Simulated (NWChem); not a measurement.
H3AlO3

```
Al
O 1 1.6955
H 2 0.9581 1 123.56
O 1 1.6955 2 120.00 3 180.00
H 4 0.9581 1 123.55 2 0.00
O 1 1.6956 2 120.01 3 0.00
H 6 0.9581 1 123.54 2 180.00
```
Charge 0, spin multiplicity 1.

Program: NWChem. All single points use one geometry, from PBE0/def2-SVP, a minimum by its harmonic frequencies. It is one conformer; others weren't searched.

The correlated methods keep 8 core orbitals frozen. The structure started from a generated list of species.

Worked example. A B2PLYP run in 3-21G ends its self-consistent part (53 % exact exchange, 47 % B88, 73 % LYP) at -466.95025 Ha, and second-order perturbation theory on those orbitals gives -0.48177 Ha unscaled.

The perturbative term enters with the weight 0.27: -466.95025 + 0.27·(-0.48177) = -467.08033 Ha is the total energy.
